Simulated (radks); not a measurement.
Method: Dirac Kohn-Sham, LDA (Slater exchange, Perdew-Wang correlation), spin-unpolarised, spherical densities, finite nucleus; open shells are shared between the two j in proportion to 2j + 1; Fermi nuclear charge, rms radius of each element as measured or else 0.836 A^(1/3) + 0.57 fm; computed with a radial shooting solver on a logarithmic mesh with Libxc functionals. Each species is in its NIST ground configuration. Rank Ag, Rh, Pd, Nb, Cd, Ru, Zr, Mo, Tc by Delta-SCF ionisation energy (eV), largest first.

Answer. Cd 9.623, Pd 9.392, Tc 8.424, Ag 8.097, Rh 7.785, Ru 7.606, Zr 7.345, Mo 7.178, Nb 6.909.
